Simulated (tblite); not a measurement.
Species: C₅H₁₀FP.
Z-matrix (Å and degrees, GFN2-xTB geometry), rows numbered from 1:
```
C 
C   1  1.5261
C   2  1.5382  1  112.50
C   3  1.5231  2  108.92  1   -99.57
F   4  1.3835  3  109.53  2    75.67
C   4  1.5204  3  107.32  2   -42.86
P   6  1.8665  4  106.24  3    42.85
H   1  1.0881  2  110.44  3    54.26
H   1  1.0893  2  110.45  3   -65.87
H   1  1.0892  2  110.37  3   174.30
H   2  1.0963  1  108.45  3   121.20
H   3  1.0908  2  110.65  1   141.96
H   3  1.0904  2  110.70  1    21.55
H   4  1.0975  3  112.40  2  -167.36
H   6  1.0922  4  109.58  3   -75.57
H   6  1.0902  4  112.07  3   163.83
H   7  1.4003  2   94.50  1    31.38
```

All values are computed: GFN2-xTB (tblite) harmonic vibrations without scaling, gas phase. Errors from tens to a few hundred cm⁻¹ against measured bands are possible. Modes of hydrogen on phosphorus can be 10 to 20 % off. One conformer, not necessarily the lowest.

Harmonic wavenumbers (cm⁻¹): 63.5, 129.8, 252.1, 292.3, 337.0, 365.0, 380.9, 502.7, 634.6, 681.7, 714.2, 771.5, 839.3, 861.1, 906.1, 919.3, 957.9, 997.7, 1027.2, 1046.6, 1077.4, 1124.2, 1148.3, 1185.4, 1219.3, 1223.5, 1256.7, 1300.8, 1307.7, 1309.4, 1411.2, 1429.0, 1460.9, 1493.7, 1498.3, 2269.8, 2906.0, 2914.7, 2969.7, 2990.6, 2995.5, 2999.0, 3010.5, 3019.0, 3031.7.

A = 2641, B = 2208, C = 1627 MHz; mass 120.050 u (most abundant isotopes); point group C1, symmetry number 1.

**Question.** Zero-point energy?

**Answer.** ½Σν̃ = 30616 cm⁻¹ = 366.25 kJ/mol.

**Question.** Entropy at 400 K, 1 bar (ideal gas, RRHO, classical rotation)?

**Answer.** Translation 174.68, rotation 120.47, vibration 105.39: S = 400.5 J/(mol K).

**Question.** And Cp and H(400 K) − H(0)?

**Answer.** Cp = 168.11 J/(mol K), of which vibrations give 134.85 (their classical limit is 45 R = 374.2); H(400 K) − H(0) = 37.36 kJ/mol without the zero-point energy, 24.05 from vibrations.

**Question.** Blend soft modes into free rotors: weight 1/[1 + (100 cm⁻¹/ν̃)⁴] for the oscillator and the rest for a rotor with moment μB/(μ + B), μ = h/(8π²ν), B = 10⁻⁴⁴ kg m². What vibrational entropy results?

**Answer.** 99.96 J/(mol K) in place of 105.39, which changes −T·S at 400 K by +2.17 kJ/mol.

**Question.** How do the functions run with temperature in this model?

**Answer.** 
```
 T (K)  S (J/(mol K))  Cp (J/(mol K))  H − H(0) (kJ/mol)  G − H(0) (kJ/mol)  ln q(vib)
   150          291.3            72.7               7.57             -36.13       1.39
   250          336.5           108.5              16.57             -67.56       2.88
298.15          357.3           127.8              22.25             -84.26       3.67
   600          481.3           230.5              77.62            -211.17       9.21
   900          587.0           289.5             156.40            -371.89      14.96
```

q(vib) and H(0) count from the zero-point level.

Hindered rotation and anharmonicity are outside this model. Other conformers, if any are populated, would add a mixing term that is left out. The structure is chiral; the term R ln 2 for an equal mix with its mirror image is left out.

Run on an Arm Neoverse N1 with one thread, no GPU, shared host. This covers the Hessian and the dipole derivatives.
